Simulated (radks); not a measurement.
Results of a calculation; reference values are marked as such.
Q: The mean radii <r> (bohr) of the occupied orbitals of an atom or ion are listed with their occupations. Code: a radial shooting solver on a logarithmic mesh with Libxc functionals. Model: scalar-relativistic Kohn-Sham, r2SCAN, spin-unpolarised, spherical densities, finite nucleus; meta-GGA in the generalised Kohn-Sham scheme; Fermi nuclear charge, rms radius of each element as measured or else 0.836 A^(1/3) + 0.57 fm.

| orbital | occ. | <r> |
|---|---|---|
| 1s | 2 | 0.03429 |
| 2s | 2 | 0.1495 |
| 2p | 6 | 0.1304 |
| 3s | 2 | 0.4144 |
| 3p | 6 | 0.4157 |
| 3d | 10 | 0.3990 |
| 4s | 2 | 1.056 |
| 4p | 6 | 1.164 |
| 4d | 4 | 1.597 |
| 5s | 2 | 2.929 |

Name the element and its charge.

A: Z = 43, technetium, charge +1: Tc+ in [Kr] 4d4 5s2. The 1s radius gives Z: for a bare nucleus <r> = (2 gamma + 1)/(2Z) with gamma = sqrt(1 - (Z/c)^2), 0.03371 bohr for Z = 43, and screening makes it slightly larger (0.03429 here). The occupations add up to 42, and the charge is Z minus that.
